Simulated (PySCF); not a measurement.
Electron correlation in Ba (barium, neutral)

[Xe] 6s1 6p1, high-spin 3P determinant (an excited configuration). Calculation: PySCF 2.14, in def2-QZVPPD with the def2 core potential (46 electrons) (7s5p3d2f1g, 60 functions); a scalar-relativistic core potential. Frozen: nothing; 10 electrons correlated.

```json
{"level": "CCSD", "correlation energy (mhartree)": "-183.42"}
{"level": "(T)", "correlation energy (mhartree)": "-5.43"}
{"level": "CCSD(T)", "correlation energy (mhartree)": "-188.85"}
```

Diagnostics: T1 = 0.021, D1 = 0.0916, largest double amplitude 0.064.

Task: Is a single reference adequate?

Result: Yes, within this model without spin-orbit coupling: T1 lies below 0.03 and no double amplitude reaches 0.07.

The basis has no tight functions for the innermost shells, so their pair energies are far from complete.

This basis was not built for core-valence correlation, so the inner-shell part is incomplete.
